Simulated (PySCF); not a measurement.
A side-by-side comparison of computed properties.

First species: C5H3NS.
SMILES: `C#Cc1cnsc1`

Second species: C2H2F2O.
InChI=1S/C2H2F2O/c3-1-2(4)5-1/h1-2H/t1-,2+

Levels: PBE0/def2-SVPD for dipole moment, HOMO energy, LUMO energy, HOMO–LUMO gap, static isotropic polarisability and electronic spatial extent ⟨r²⟩ about the centre of nuclear charge; TDDFT PBE0/def2-SVPD for lowest singlet excitation; TDA PBE0/def2-SVPD for lowest triplet excitation (Tamm–Dancoff); GFN2-xTB for rotational constant A and rotational constant C. Geometries: GFN2-xTB. Each species is one conformer at its optimised geometry, gas phase, non-relativistic unless stated; the electronic structure was computed with PySCF and density fitting.

Values for the first species:

| Quantity | Value |
| --- | --- |
| Dipole moment | 1.92 D |
| HOMO energy | -7.25 eV |
| LUMO energy | -1.45 eV |
| HOMO–LUMO gap | 5.80 eV |
| Lowest singlet excitation | 5.11 eV |
| Lowest triplet excitation (Tamm–Dancoff) | 3.61 eV |
| Static isotropic polarisability | 81.4 au |
| Electronic spatial extent ⟨r²⟩ about the centre of nuclear charge | 868 bohr² |
| Rotational constant A | 7.785 GHz |
| Rotational constant C | 1.260 GHz |

Question: Estimate the same properties for the second species, and the change in each.

Answer: 
```csv
property,first,second,second less first
dipole moment,1.92 D,2.81 D,+0.89 D
HOMO energy,-7.25 eV,-9.04 eV,-1.79 eV
LUMO energy,-1.45 eV,0.72 eV,+2.17 eV
HOMO–LUMO gap,5.80 eV,9.76 eV,+3.96 eV
lowest singlet excitation,5.11 eV,8.39 eV,+3.28 eV
lowest triplet excitation (Tamm–Dancoff),3.61 eV,8.12 eV,+4.51 eV
static isotropic polarisability,81.4 au,28.8 au,-52.6 au
electronic spatial extent ⟨r²⟩ about the centre of nuclear charge,868 bohr²,321 bohr²,-547 bohr²
rotational constant A,7.785 GHz,9.360 GHz,+1.575 GHz
rotational constant C,1.260 GHz,3.812 GHz,+2.552 GHz
```

On the first: No computed singlet falls in the visible range (750 to 380 nm, 1.65 to 3.26 eV); S1 lies 1.85 eV above its blue end. The vertical singlet–triplet gap S1 − T1 is 1.50 eV (TDDFT singlet less Tamm–Dancoff triplet; S1: HOMO→LUMO, weight 0.92; T1: HOMO→LUMO, weight 0.82).

On the second: S1 lies 1.37 eV below the HOMO–LUMO gap; its leading configuration is HOMO→LUMO, weight 0.97. The principal polarisabilities are 25.4, 28.0 and 32.9 au; their mean is the isotropic value.
